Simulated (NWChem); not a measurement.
System: SnHOBrF2; SMILES [F][Sn]([OH])([Br])[F]

```xyz
6

O      1.8478     1.2621     0.0000
Sn     0.0185     0.5832     0.0000
F     -0.9338     1.2933     1.5081
F     -0.9338     1.2933    -1.5081
Br    -0.0218    -1.8505     0.0000
H      1.8658     2.2292     0.0000
```
Atoms are numbered in this order, from 1.

Results from NWChem. The geometry was optimised at PBE0/def2-SVP. Not confirmed as a minimum by frequencies. def2 effective core potentials on Sn; no spin-orbit coupling.

For level revPBE/def2-SVP:

- highest occupied level (eV) = -7.82

**Question.** What are these values for level BP86/def2-SVP?

**Answer.** 
| Item | Result |
|---|---|
| highest occupied level (eV) | -7.99 |
